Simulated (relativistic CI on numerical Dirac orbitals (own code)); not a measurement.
Slater and spin-orbit integrals, Hf⁵²⁺

These numbers are calculated, not measured: Dirac-Coulomb-Breit CI, orbitals from a KLI potential per configuration, model QED (radiative potential, 1s self-energy scaled to tabulated hydrogen-like ionisation energies), unscaled Slater integrals (own radial code, finite nucleus).

Slater integrals F^k, G^k are unscaled and averaged over j, outside the closed core [Ne]; ζ comes from projecting the Hamiltonian with its Breit term on Σ l·s of the shell.

- 3s²3p⁶3d²: F^2(3d,3d) = 597110, F^4(3d,3d) = 386260, ζ(3d) = 214810 cm⁻¹; <r>(3d) = 0.1717, <r^2>(3d) = 0.03409 (bohr units).
- 3s²3p⁵3d³: ζ(3p) = 1.5847e+06, F^2(3d,3d) = 596290, F^4(3d,3d) = 385710, F^2(3p,3d) = 511780, G^1(3p,3d) = 537910, G^3(3p,3d) = 361270, ζ(3d) = 213070 cm⁻¹; <r>(3p) = 0.193, <r^2>(3p) = 0.04314, <r>(3d) = 0.1719, <r^2>(3d) = 0.03417 (bohr units).
- 3s3p⁶3d³: F^2(3d,3d) = 595960, F^4(3d,3d) = 385490, G^2(3s,3d) = 412720, ζ(3d) = 213980 cm⁻¹; <r>(3s) = 0.1963, <r^2>(3s) = 0.04404, <r>(3d) = 0.172, <r^2>(3d) = 0.03421 (bohr units).

(1) Give the Racah parameters of the d shell in 3s²3p⁶3d².

Averages of the first 10 configurations, taken without configuration mixing, which lowers the lowest level and can move excited configurations by several eV; other configurations of the list can lie among them:

| Configuration | Parity | States | Average energy above the lowest level (eV) |
| --- | --- | --- | --- |
| 3s²3p⁶3d² | even | 45 | 86.2 |
| 3s²3p⁵3d³ | odd | 720 | 500.6 |
| 3s3p⁶3d³ | even | 240 | 911.2 |
| 3s²3p⁶3d4s | even | 20 | 1983.1 |
| 3s²3p⁶3d4p | odd | 60 | 2139.4 |
| 3s²3p⁶3d4d | even | 100 | 2307.1 |
| 3s²3p⁵3d²4s | odd | 540 | 2387.1 |
| 3s²3p⁶3d4f | odd | 140 | 2428.6 |
| 3s²3p⁵3d²4p | even | 1620 | 2543.7 |
| 3s²3p⁵3d²4d | odd | 2700 | 2710.8 |

Answers

(1) B = F²/49 − 5F⁴/441 = 7807 cm⁻¹ and C = 35F⁴/441 = 30656 cm⁻¹.
